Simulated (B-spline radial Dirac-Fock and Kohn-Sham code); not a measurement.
## What relativity does to the binding energies of Ir⁵⁸⁺

System: Ir⁵⁸⁺, 1s2 2s2 2p6 3s2 3p6 3d1.

Both columns are ΔSCF binding energies of the configuration average from a radial B-spline solver: non-relativistic Hartree-Fock with a point nucleus, and Dirac-Fock with a finite nucleus and the Coulomb interaction alone, averaged over the two j levels with weights 2j+1.

```
shell  Hartree-Fock (eV)  Dirac-Fock (eV)  shift (eV)  shift (%)
   1s            74009.8          80848.4    +6838.58      +9.24
   2s            15778.3          17680.9    +1902.54     +12.06
   2p            15331.0          16011.6     +680.53      +4.44
   3s             6275.5           6843.0     +567.56      +9.04
   3p             6082.3           6328.4     +246.12      +4.05
   3d             5827.8           5857.4      +29.55      +0.51
```

Relativity binds 1s, 2s, 2p, 3s, 3p, 3d more strongly, among those listed most of all 2s in relative terms.

Values without a named source are computed, but for edge energies of neutral atoms, which are taken from tables.
